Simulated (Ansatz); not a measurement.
Basis sets compared for H₂Au₂⁻. Charge -1, multiplicity 2. Geometry PBE0-D4/def2-TZVPD. Ansatz on 4 threads of Arm Neoverse V1 on a shared host; times are rough, and most runs start from earlier orbitals.

Cartesian coordinates in Å:
```
Au -1.4955 1.4341 -0.5562
Au 0.5607 -0.3955 0.1671
H 2.1033 -0.8225 0.4346
H -1.1685 -0.2161 -0.0455
```

In the def2 sets Au takes a core potential; there is no spin–orbit coupling. At PBE-D4/def2-SVPD, PBE-D4/def2-TZVPD the highest occupied level of the charge -1 doublet lies above zero (up to 0.58 eV). By energy differences its removal costs 2.09 eV (vertical, to the charge 0 singlet, at PBE0-D4/def2-TZVPD). The structure comes from a short search, and lower isomers may exist.

| level | functions | energy (Eh) | HOMO (eV) | LUMO (eV) | wall time |
| --- | --- | --- | --- | --- | --- |
| PBE-D4/def2-SVPD | 86 | -272.8102 | 0.58 | 1.37 | 1.1 s |
| PBE0-D4/def2-SVPD | 86 | -272.7118 | -0.19 | 2.26 | 1.4 s |

**Question.** Estimate the rows for PBE-D4/def2-TZVPD, PBE0-D4/def2-TZVPD.

**Answer.** 
```tsv
level	functions	energy (Eh)	HOMO (eV)	LUMO (eV)	wall time
PBE-D4/def2-TZVPD	104	-272.8296	0.45	1.26	1.4 s
PBE0-D4/def2-TZVPD	104	-272.7306	-0.30	2.16	1.8 s
```
